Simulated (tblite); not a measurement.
C₃H₁₁OPSi₂.
Numbering: `[CH3:1][Si@:2]1([PH2:3])[CH2:4][CH2:5][SiH2:6][O:7]1` (hydrogens: H8, H9, H10 on C1; H11, H12 on P3; H13, H14 on C4; H15, H16 on C5; H17, H18 on Si6)

A start from a force field or distance geometry was refined with tblite, GFN2-xTB geometry optimisation, gas phase. Values at the start:

```tsv
coordinate	start
C1–Si2	1.856 Å
C1–H8	1.120 Å
Si2–P3	2.194 Å
Si2–C4	1.873 Å
Si2–O7	1.728 Å
P3–H11	1.461 Å
C4–C5	1.505 Å
C4–H13	1.116 Å
C4–H14	1.096 Å
C5–Si6	1.869 Å
C5–H15	1.120 Å
C5–H16	1.103 Å
Si6–O7	1.731 Å
Si6–H17	1.452 Å
Si6–H18	1.465 Å
C1–Si2–P3	111.9°
C1–Si2–C4	111.6°
C1–Si2–O7	106.4°
Si2–C4–C5	100.5°
Si2–O7–Si6	98.5°
P3–Si2–C4	113.6°
P3–Si2–O7	113.4°
C5–Si6–O7	103.7°
C1–Si2–C4–C5	-57°
C1–Si2–O7–Si6	66°
C4–C5–Si6–O7	3°
C5–Si6–O7–Si2	31°
```

Task: How do these coordinates change at the GFN2-xTB level?

Result: 
| coordinate | GFN2-xTB (Å or °) | change |
| --- | --- | --- |
| Si6–O7 | 1.635 | -0.096 |
| Si2–O7 | 1.646 | -0.082 |
| P3–H11 | 1.383 | -0.078 |
| Si2–C4 | 1.924 | +0.051 |
| Si2–P3 | 2.242 | +0.048 |
| C1–Si2 | 1.903 | +0.047 |
| C5–Si6 | 1.908 | +0.039 |
| C1–H8 | 1.086 | -0.034 |
| C4–C5 | 1.534 | +0.029 |
| C5–H15 | 1.092 | -0.028 |
| C4–H13 | 1.092 | -0.024 |
| C5–H16 | 1.090 | -0.013 |
| Si6–H18 | 1.456 | -0.009 |
| Si6–H17 | 1.459 | +0.007 |
| C4–H14 | 1.090 | -0.006 |
| Si2–O7–Si6 | 119.7 | +21.2 |
| P3–Si2–O7 | 104.9 | -8.5 |
| Si2–C4–C5 | 106.7 | +6.2 |
| P3–Si2–C4 | 119.4 | +5.8 |
| C5–Si6–O7 | 98.7 | -5.0 |
| C1–Si2–O7 | 109.4 | +3.0 |
| C1–Si2–C4 | 112.9 | +1.3 |
| C1–Si2–P3 | 110.6 | -1.3 |
| C1–Si2–O7–Si6 | 107 | +41 |
| C5–Si6–O7–Si2 | -6 | -37 |
| C1–Si2–C4–C5 | -89 | -32 |
| C4–C5–Si6–O7 | 24 | +21 |

The energy falls by 36.1 kcal/mol over 126 L-BFGS steps, the largest force on an atom goes from 2.61 to 0.009 eV/Å, and the atoms move by 0.749 Å rms after alignment. The bond that changes most is Si6–O7 (oxygen-bound silicon to siloxane oxygen), which shortens by 0.096 Å. Bonds longer at the end by more than 0.005 Å: 6 of 18; shorter: 12. Among the dihedrals that turn most is H10–C1–Si2–P3, from -1° to 64°. Rotational constants go from 2670, 986.4, 961.8 to 2257, 991.0, 925.2 MHz.

Hardware: an Arm Neoverse V2 with one thread, on a shared host. Cost: 0.99 s.

Its GFN2-xTB frequencies are all real (lowest 56 cm⁻¹). The numbers are those of one conformer.

All values are computed, not measured.
